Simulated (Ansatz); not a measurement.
One change: `C#CC[SiH2]F` becomes `C#CC[SiH](F)Cl`.

Ansatz, PBE0-D4/def2-TZVP geometries, multiplicity 1. Each molecule was computed in one conformer, which needn't be the lowest.

```tsv
property	`C#CC[SiH2]F`
LUMO energy (B3LYP/def2-TZVPP) / eV	-0.01
HOMO–LUMO gap (B3LYP/def2-TZVPP) / eV	7.49
HOMO energy (ωB97M-V/def2-TZVPP) / eV	-9.95
HOMO energy (PBE0/def2-TZVPP) / eV	-7.73
LUMO energy (PBE0/def2-TZVPP) / eV	0.20
size of the dipole moment (PBE/def2-TZVPP) / D	0.80
```

Problem. What does the change do to each property? (An estimate is asked.)

Solution. The calculation gave: 
| property | `C#CC[SiH](F)Cl` | shift |
| --- | --- | --- |
| LUMO energy (B3LYP/def2-TZVPP) / eV | 0.13 | 0.14 |
| HOMO–LUMO gap (B3LYP/def2-TZVPP) / eV | 7.74 | 0.25 |
| HOMO energy (ωB97M-V/def2-TZVPP) / eV | -10.06 | -0.11 |
| HOMO energy (PBE0/def2-TZVPP) / eV | -7.84 | -0.11 |
| LUMO energy (PBE0/def2-TZVPP) / eV | 0.33 | 0.13 |
| size of the dipole moment (PBE/def2-TZVPP) / D | 1.26 | 0.46 |

With PBE0 the HOMO falls by 0.11 eV and the LUMO rises by 0.13 eV, so the gap widens by about 0.24 eV. PBE moves the HOMO by -0.09 eV and ωB97M-V by -0.11 eV. Dipoles are sizes alone; their direction can turn.

B3LYP here is the variant with VWN-RPA as its local correlation; programs differ in this.
